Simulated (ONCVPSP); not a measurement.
**Pd: one change to an ONCV potential, before and after**

Pd (Z = 46), optimised norm-conserving Vanderbilt (ONCV), made with ONCVPSP 4.0.1 (LDA (Perdew-Zunger), scalar-relativistic). Core [Ar] 3d10, reference 4s2 4p6 4d8 (charge +2). Waves: 4s: rc 1.10 bohr, ncon 4, nbas 7, qcut 5.1 1/bohr, 1 projector; 4p: rc 1.70 bohr, ncon 4, nbas 7, qcut 9.8 1/bohr, 2 projectors, debl 2.4 Ha; 4d: rc 1.55 bohr, ncon 3, nbas 8, qcut 12.3 1/bohr, 2 projectors, debl 1.2 Ha. Local part: polynomial inside 1.05 bohr (lpopt 5, dvloc0 -1 Ha). Core correction: Teter function, fcfact 4.25, rcfact 1.45.

In the p channel the program set the typed energies aside and used -2.801, 0.250 Ha.

Change: core correction none.

Cutoffs: the cutoffs (Ha) at which the residual kinetic energy of the hardest occupied pseudo-wave falls to 1 and 0.1 mHa per electron; they do not see the model core or the augmentation charge, which bear on the density cutoff. Errors are all-electron minus pseudo energies relative to the spin-unpolarised reference configuration.

**Question.** Predict the effect on cutoff, ghosts and configuration errors.

**Answer.** The potential gets neither clearly harder nor softer (102 Ha and 138 Ha → 102 Ha and 138 Ha); both files keep a bound ghost (s); of the 3 tests that both files solve, the error grows in 2 and shrinks in 1 by more than 15 % and 0.3 meV (median size 1.3 → 1.9 meV).

| quantity | base | changed |
| --- | --- | --- |
| cutoff, loose | 102 Ha | 102 Ha |
| cutoff, tight | 138 Ha | 138 Ha |
| bound ghosts | s | s |
| GHOST(+) flags under 300 eV | none | none |
| tests with a reliable result | 3 of 4 | 3 of 4 |
| error for 4s2 4p6 4d10, meV [ΔE -30.47 eV] | +1.3 | +1.9 |
| error for 4s2 4p6 4d9, meV [ΔE -21.08 eV] | +1.9 | +2.2 |
| error for 4s2 4p6 4d7, meV [ΔE 34.60 eV] | -0.9 | -0.1 |
| s: phases at 1.12 bohr within 0.05 rad from the reference energy up to (Ha; the scan ends near 5) | -2.0 | -2.0 |
| p: phases at 1.73 bohr within 0.05 rad from the reference energy up to (Ha; the scan ends near 5) | to the end of the scan | to the end of the scan |
| d: phases at 1.57 bohr within 0.05 rad from the reference energy up to (Ha; the scan ends near 5) | to the end of the scan | to the end of the scan |

 A true bound ghost makes a file unfit for plane-wave use even where its test errors are small: the radial tests pick states by their node count and pass the ghost by.
